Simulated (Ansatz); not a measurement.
Input and output for the cluster GeBr₂⁺ (the lowest doublet isomer of a short search).

```yaml
crystal:
  periodic: [false, false, false]
  atoms:
    - {symbol: Ge, position_ang: [-0.490330, 0.427435, 0.331727]}
    - {symbol: Br, position_ang: [1.481534, 0.056731, 1.313189]}
    - {symbol: Br, position_ang: [-0.991203, -0.484165, -1.644926]}
basis:
  gaussian: {orbitals: def2-mTZVPP}
total_charge: 1
magnetization: {spin_polarized: true, initial_magnetization: 1}
hamiltonian: {xc: {name: HSE06}}
scf: {omitted_lower_state_checks: [starts]}
output: {forces: true}
```

```sh
$ ansatz run in.yaml --threads 4 --pin off --events-out ev --progress --plain --max-ram 3916MiB
```

Output, abridged:

```
Functional definition: HSE06
976 factors; integrals over basis functions are off by at most 5.9e-4 eV
57 factors; integrals over basis functions are off by at most 8.1e-7 eV
mean field evaluation 1: about -196578.2738 eV, gradient 2.0e1 eV
mean field evaluation 2: about -196572.0961 eV, gradient 4.1e1 eV
mean field evaluation 4: about -196580.5133 eV, gradient 1.8e0 eV
mean field evaluation 8: about -196580.5342 eV, gradient 1.1e-1 eV
mean field evaluation 16: about -196580.5343 eV, gradient 2.0e-4 eV
mean field -196580.53430936 eV, -7224.2013887970 hartree, gradient 2.5e-5 eV, S^2 0.756245; 0 other end points of the search recorded, 0 dependent functions left out
reference -196580.53434028 eV, -7224.2013899334 hartree; 51, 50 occupied and 57, 58 virtual orbitals, 976 factors
Total energy: -196580.53434028 eV, -7224.2013899334 hartree
Atom 0 at    -0.490330     0.427435     0.331727 Å, force    -0.043507     0.037711     0.029065 eV/Å
Atom 1 at     1.481534     0.056731     1.313189 Å, force     0.067386    -0.008938     0.039947 eV/Å
Atom 2 at    -0.991203    -0.484165    -1.644926 Å, force    -0.023879    -0.028773    -0.069012 eV/Å
Dipole moment:    -0.220393     0.192135     0.149127 e Å
Checks for a lower state left out: starts
```

It took 3.9 s on 4 threads of Intel Xeon on a shared host.

HSE06 is defined as in plane-wave codes, on full-range PBE exchange.

The dipole of an ion depends on the origin.
